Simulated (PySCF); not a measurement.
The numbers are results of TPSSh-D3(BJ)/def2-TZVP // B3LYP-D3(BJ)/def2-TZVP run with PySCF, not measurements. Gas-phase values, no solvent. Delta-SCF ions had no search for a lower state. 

Reference species (SMILES): `[Cl][InH2]` (neutral, multiplicity 1).

| Item | Result |
|---|---|
| vertical ionisation energy (Delta-SCF) | 10.31 eV |
| HOMO | -7.52 eV |

Changed species: `[Cl][InH][Cl]` (1 of 3 Cl replaced by H; the reference has 2 of 3 Cl replaced by H).

Task: Predict the effect on the vertical ionisation energy (Delta-SCF) and HOMO.

Result: the vertical ionisation energy (Delta-SCF) goes up by 0.52 eV, to 10.83 eV; the HOMO falls by 0.67 eV, to -8.19 eV.
